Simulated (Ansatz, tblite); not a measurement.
Isomers of Li$_{4}$S$_{2}$⁺ (doublet), found by a short tight-binding search and relaxed with PBE-D4/def2-TZVP in Ansatz.

The xTB rows come from tblite. HSE06 is defined as in plane-wave codes, on full-range PBE exchange. Correlated methods freeze 10 core orbitals; core or outer-core shells of Li are correlated, in sets that lack core-valence functions. In CCSD on the charge 1 doublet the largest single amplitude is 0.32, so its Hartree–Fock determinant may place the open shell otherwise than the density functionals do.

Run but left out: HF/def2-TZVPP, MP2/def2-TZVPP (B: a determinant that CCSD turns far, T1 0.049).

B: At CCSD(T)/def2-TZVPP T1 of the charge 1 doublet is large (up to 0.049), so the single-reference result is doubtful.

Other spin states weren't relaxed.

A:

```csv
atom,x (Å),y (Å),z (Å)
Li1,-0.050,-0.173,0.278
Li2,0.050,3.034,-1.639
Li3,-1.874,-2.494,3.624
Li4,2.091,-0.012,-2.802
S5,0.742,1.000,-1.458
S6,-0.958,-1.356,1.997
```

B:

Cartesian coordinates in Å:
```
Li -0.255 1.384 -3.751
Li 0.233 -1.366 3.758
Li 1.000 0.913 0.268
Li -0.985 -0.926 -0.274
S -0.110 0.622 -1.708
S 0.116 -0.627 1.706
```

Problem. Estimate which lies lowest at each level, and how far above it the others are (eV).

Solution. 
```
              level     A     B
           GFN1-xTB  0.71  0.00
           GFN2-xTB  0.27  0.00
   PBE-D4/def2-TZVP  0.70  0.00
r2SCAN-D4/def2-TZVP  0.59  0.00
  PBE0-D4/def2-TZVP  0.46  0.00
 HSE06-D4/def2-TZVP  0.48  0.00
 BHLYP-D4/def2-TZVP  0.21  0.00
    CCSD/def2-TZVPP  0.00  0.05
 CCSD(T)/def2-TZVPP  0.02  0.00
```
Point groups (tolerance 0.1 Å): A not assigned, B D2h. Lower isomers may exist.
